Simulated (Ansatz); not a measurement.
Consider the ligand exchange at the Si–O bond: `F[SiH2][O][GeH3]` + `CN[SiH2]Cl` → `CN([SiH2]F)[SiH2]Cl` + `[OH][GeH3]`.

Program: Ansatz. Geometries: PBE0-D4/def2-TZVP. ΔE: electronic, gas phase. CBS: MP2 limit from def2 TZ/QZ plus the TZ coupled-cluster correction, frozen cores. Functionals use def2-TZVPP. For Ge outer-core shells are correlated without core-valence functions, which leaves a few kJ/mol of doubt a bond. Scalar relativity is left out up to krypton. One conformer a species, not always the lowest.

Task: Is it downhill or uphill in electronic energy at CCSD(T)/CBS, and by how much? (An estimate is asked.)

Result: The calculation gave: Uphill: ΔE = +13.6 kcal/mol.

Task: What do these levels give: ωB97X-V, B2PLYP, MP2/def2-TZVPP, SCS-MP2/def2-QZVPP, HF/CBS(def2), CCSD/CBS(def2)? (Best estimate.)

Result: The calculation gave: ωB97X-V 14.0, B2PLYP 15.1, MP2/def2-TZVPP 13.3, SCS-MP2/def2-QZVPP 14.4, HF/CBS(def2) 19.3, CCSD/CBS(def2) 14.5 kcal/mol.

Largest T1 diagnostic among the species: 0.012.

The D4 term adds −1.8 kcal/mol with B3LYP and −1.0 kcal/mol with PBE0; it sums over pairs of atoms, weighted by their polarisabilities, and B3LYP, whose exchange is more repulsive, gets the larger term. From PBE to PBE0 (25 % exact exchange), in def2-TZVPP and without D4, ΔE moves by +0.7 kcal/mol.

B3LYP here is the variant with VWN-RPA as its local correlation; programs differ in this.
